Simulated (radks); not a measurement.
Excited configurations of Tl XXII: one electron is placed in a higher orbital outside [Kr] 4d10 4f13. The ground configuration is [Kr] 4d10 4f13 5s1. All-electron calculation, scalar-relativistic Kohn-Sham, BLYP, spin-polarised, spherical densities, point nucleus; open shells are filled with parallel spins first (spin-orbit coupling, left out, can overturn this in heavy ions). Program: a radial shooting solver on a logarithmic mesh with Libxc functionals. Excitation = E - E(ground); binding = E(ion) - E, where the ion is the core of charge +22; n* = 22/sqrt(2 binding) in atomic units. These energies are relativistic, and a one-electron ion of charge +22 with no core already has n* below n in this formula (scalar-relativistic equation, point nucleus: 5p 4.993, 5f 4.998, 6s 5.989, 6p 5.993, 6d 5.996, 6f 5.998, 7s 6.988, 7d 6.996, 7f 6.998). The quantum defect is therefore taken as that value minus n*, so that it holds no relativistic shift of the bare ion.

outer orbital,excitation (eV),binding (eV),n*,quantum defect,eigenvalue (eV)
5p,70.046,526.46,3.537,1.457,-513.82
5f,248.51,348.00,4.350,0.648,-337.60
6s,247.84,348.66,4.346,1.643,-341.49
6p,279.96,316.55,4.561,1.432,-309.99
6d,321.23,275.28,4.891,1.105,-269.21
6f,366.21,230.30,5.347,0.651,-224.71
7s,365.91,230.60,5.344,1.645,-225.90
7d,406.83,189.68,5.892,1.104,-185.57
7f,432.52,163.99,6.337,0.661,-160.33

The Delta-SCF ionisation energy is 596.51 eV (NIST Atomic Spectra Database: 600 eV, theoretical). Self-interaction in the functional shifts the binding energies and quantum defects, so they are the method's values and not measured ones. Open shells are spherical and high-spin; term and fine-structure splittings are not resolved. Spin-orbit splitting is averaged out at the scalar-relativistic level.
